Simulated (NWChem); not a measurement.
System: WHS2OCl; SMILES [OH][W](=[S])(=[S])[Cl]

Input file for NWChem:

```
start job
memory heap 200 mb stack 900 mb global 1100 mb
geometry units angstroms noautoz
  W     -0.000067     0.038628    -0.149929
  S     -1.706344     0.966513     0.710226
  S      1.712855     0.956775     0.707481
  Cl    -0.005939    -2.171966     0.365611
  O     -0.000670     0.338330    -1.979699
  H      0.000368     1.085777    -2.586879
end
basis spherical
  W library def2-svp
  S library def2-svp
  Cl library def2-svp
  O library def2-svp
  H library def2-svp
end
ecp
  W library def2-ecp
end
dft
  xc b3lyp
  iterations 150
  mulliken
end
task dft energy
```

The geometry was optimised at PBE0/def2-SVP. Not confirmed as a minimum by frequencies. B3LYP is NWChem's, with the RPA form of VWN correlation. def2 effective core potentials on W; no spin-orbit coupling.

Q: Give the results of this calculation. (B3LYP/def2-SVP with def2 effective core potentials on W.) Quantities: energy (Ha); highest occupied level (eV); orbital gap (eV); dipole (D).

A: 
```json
{
  "energy (Ha)": "-1399.31",
  "highest occupied level (eV)": "-7.06",
  "orbital gap (eV)": "3.99",
  "dipole (D)": "2.69"
}
```
